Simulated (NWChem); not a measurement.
Molecule: aminoborane (BNH$_{4}$); SMILES BN

All runs: NWChem. Medium grid unless said otherwise, to which SCAN and Minnesota functionals are sensitive. Coordinates come from a PBE0/def2-SVP optimisation. Total energies of different functionals are on different scales.

```csv
level,energy (Ha),highest occupied level (eV),orbital gap (eV),dipole (D),relative time
B3LYP/def2-TZVP,-82.0813,-8.43,8.41,2.00,1
PBE/def2-TZVP,-81.9496,-7.34,6.58,2.10,1
BHandHLYP/def2-TZVP,-82.0239,-9.94,11.09,1.89,1
PW91/def2-TZVP,-82.0266,-7.38,6.57,2.10,1
TPSSh/def2-TZVP,-82.0793,-7.89,7.75,2.03,1
revPBE/def2-TZVP,-82.0431,-7.27,6.61,2.09,1
"LC-wPBE (HJS exchange hole, range parameter 0.4 per bohr)/def2-TZVP",-82.0079,-11.64,14.07,1.97,6
M06/def2-TZVP,-82.0136,-8.78,8.88,2.02,1
Hartree-Fock/def2-TZVP,-81.5270,-11.98,15.26,1.76,1
```

Times are rough ratios from one shared machine.
